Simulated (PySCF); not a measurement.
## State search for BI⁺

Unrestricted PBE0; PySCF, spin-free X2C with a Gaussian nucleus, basis sets B x2c-SVPall, I x2c-SVPall. Outer shells of the fragments: B+ 2s2; I 4d10 5s2 5p5.

Followed along the bond (rough minima from three points):

| 2Ms+1 | unpaired | ⟨S²⟩ at the start | R at minimum (Å) | Te (eV) |
| --- | --- | --- | --- | --- |
| 2 | σ ↑ | 0.77 | 1.96 | 0.00 |
| 4 | σ ↑, π ↑↑ | 3.75 | 2.20 | 3.30 |
| 2 | π ↑ | 0.75 | none in the scan | ≤ 1.72 |

Solutions found at the starting distance of 2.225 Å, counted from the lowest of them; the search is not exhaustive and high or unbound solutions are not listed, so other states can lie among these:

```json
{"2Ms+1": "2", "unpaired": "σ ↑", "term": "²Σ⁺", "E (eV)": "0.00", "⟨S²⟩": "0.77", "⟨Lz²⟩": "0.00", "μ (D)": "-4.33"}
{"2Ms+1": "2", "unpaired": "π ↑", "term": "²Π", "E (eV)": "1.34", "⟨S²⟩": "0.75", "⟨Lz²⟩": "1.01", "μ (D)": "-1.55"}
{"2Ms+1": "4", "unpaired": "σ ↑, π ↑↑", "term": "mixed", "E (eV)": "2.72", "⟨S²⟩": "3.75", "⟨Lz²⟩": "2.01", "μ (D)": "-1.81"}
{"2Ms+1": "4", "unpaired": "σ ↑, π ↑↑", "term": "mixed", "E (eV)": "2.93", "⟨S²⟩": "3.75", "⟨Lz²⟩": "2.01", "μ (D)": "-1.94"}
{"2Ms+1": "2", "unpaired": "σ ↑, π ↑↓", "term": "mixed", "E (eV)": "3.05", "⟨S²⟩": "1.75", "⟨Lz²⟩": "2.01", "μ (D)": "-1.96"}
{"2Ms+1": "2", "unpaired": "π ↑", "term": "²Π", "E (eV)": "3.37", "⟨S²⟩": "0.87", "⟨Lz²⟩": "1.01", "μ (D)": "-4.94"}
{"2Ms+1": "2", "unpaired": "σ ↑, π ↑↓", "term": "mixed", "E (eV)": "3.83", "⟨S²⟩": "1.77", "⟨Lz²⟩": "2.01", "μ (D)": "-1.35"}
{"2Ms+1": "4", "unpaired": "σ ↑↑, π ↑", "term": "⁴Π", "E (eV)": "5.70", "⟨S²⟩": "3.75", "⟨Lz²⟩": "1.01", "μ (D)": "-3.76"}
{"2Ms+1": "4", "unpaired": "σ ↑↑, π ↑", "term": "⁴Π", "E (eV)": "5.88", "⟨S²⟩": "3.77", "⟨Lz²⟩": "1.00", "μ (D)": "-2.64"}
{"2Ms+1": "4", "unpaired": "σ ↑↑↑", "term": "⁴Σ⁺", "E (eV)": "8.70", "⟨S²⟩": "3.83", "⟨Lz²⟩": "0.00", "μ (D)": "-4.35"}
```

A term symbol is given only where ⟨S²⟩ and ⟨Lz²⟩ are close to those of a pure state; real π, δ and φ orbitals otherwise mix terms. A positive dipole points towards I; it is taken about the centre of mass and depends on that origin.

Spin–orbit coupling is left out. Counting both spins, an empty level lies below a filled one in some of these solutions, because spin and occupation are held.
